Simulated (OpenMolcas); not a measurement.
# CH4ClGeO (SMILES [CH3][Ge]([OH])[Cl]): methods side by side

CH4ClGeO: 8 atoms, total charge 0, spin state doublet. As SMILES, `[CH3][Ge]([OH])[Cl]`. The coordinates come from a PBE0-D4/def2-TZVP relaxation. This is one conformer, not always the lowest.

```
atom    x (Å)    y (Å)    z (Å)
   C   0.0700   1.2351  -0.0459
  Ge  -0.6615  -0.5535   0.2727
   O   0.7146  -1.5046   0.8800
  Cl  -1.2471  -1.4321  -1.6394
   H   0.4195   1.6524   0.8981
   H   0.9069   1.1226  -0.7376
   H  -0.6948   1.8762  -0.4809
   H   0.5846  -2.4532   0.7971
```

Quantity: the vertical ionisation energy (to the singlet cation), in eV. The values are calculated.

| level | kind | program | value (eV) | CPU time (all runs) |
| --- | --- | --- | --- | --- |
| U-revPBE/6-31G* (spherical functions) | GGA | OpenMolcas | 8.04 | 1.7 min |
| UBLYP/6-31G* (spherical functions) | GGA | OpenMolcas | 7.90 | 1.7 min |
| UPBE/6-31G* (spherical functions) | GGA | OpenMolcas | 8.08 | 1.7 min |
| U-r2SCAN/6-31G* (spherical functions) | meta-GGA | OpenMolcas | 8.38 | 1.9 min |
| UM06-L/6-31G* (spherical functions) | meta-GGA | OpenMolcas | 8.15 | 1.9 min |
| UTPSS/6-31G* (spherical functions) | meta-GGA | OpenMolcas | 8.16 | 2.1 min |
| UM06-2X/6-31G* (spherical functions) | hybrid meta-GGA | OpenMolcas | 8.52 | 1.8 min |
| UPBE0/6-31G* (spherical functions) | global hybrid | OpenMolcas | 8.41 | 95 s |

All-electron rows without a relativistic Hamiltonian named are non-relativistic. The values span 7.90 to 8.52 eV. Times are those of the runs behind each value, whatever else they computed, on shared processors of several kinds: orders of magnitude only.
